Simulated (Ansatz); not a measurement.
**Relative stability**

Two relaxed structures of CH$_{4}$GeS, singlet (PBE0-D4/def2-TZVP; forces vanish, vibrations not checked).

A:

S1  (0.073, -2.327, 0.621)
C2  (-0.585, -0.968, 0.074)
Ge3  (0.369, 0.740, -0.081)
H4  (-1.634, -0.974, -0.238)
H5  (0.319, 1.202, -1.548)
H6  (-0.354, 1.788, 0.784)
H7  (1.812, 0.539, 0.387)
(Å)

B:

S1  (-1.091, -3.157, 0.242)
C2  (-1.103, -1.632, 0.329)
Ge3  (0.919, 1.254, 0.204)
H4  (1.342, 0.299, 1.328)
H5  (0.914, 0.506, -1.136)
H6  (-0.473, 1.823, 0.494)
H7  (1.933, 2.408, 0.126)
(Å)

Ansatz 0.2.0; basis: def2-TZVPP; cores frozen in the correlated methods. Filled d shells of the heavier atoms are correlated. The def2 sets are not built for correlating such inner shells, so the correlated values are less sure here. B3LYP uses VWN-RPA correlation.

Question: Which structure is lower at CCSD(T), and by how much? (An estimate is asked for; the value comes from the calculation.)

Answer: By the calculation: A, by 1.467 eV (electronic energy, against the other). By their contacts, A is CH₄GeS ([S][CH][GeH3]) and B is a complex of GeH₄ + CS.

All methods give the same order:

```json
{"method": "PBE-D4", "E(B) − E(A) (eV)": "1.763"}
{"method": "r2SCAN-D4", "E(B) − E(A) (eV)": "1.723"}
{"method": "PBE0-D4", "E(B) − E(A) (eV)": "1.838"}
{"method": "B3LYP-D4", "E(B) − E(A) (eV)": "1.623"}
{"method": "wB97M-V", "E(B) − E(A) (eV)": "1.559"}
{"method": "HF", "E(B) − E(A) (eV)": "1.325"}
{"method": "MP2", "E(B) − E(A) (eV)": "1.590"}
{"method": "CCSD", "E(B) − E(A) (eV)": "1.506"}
{"method": "CCSD(T)", "E(B) − E(A) (eV)": "1.467"}
```

The T1 diagnostic stays at or below 0.018. The restricted Hartree–Fock reference is unstable towards an unrestricted one at one or more of these structures.

Labels in which every atom is bracketed show which atoms are joined, not bond orders.

For scale, one of the runs: CCSD(T)/def2-TZVPP, 177 basis functions, launched by `ansatz run in.yaml --threads 2 --pin off --events-out ev --progress --plain --max-ram 4352MiB`. Hardware: 2 CPU threads of an Arm Neoverse V1, shared host. Wall time 63 s; peak host memory 1.6 GiB.
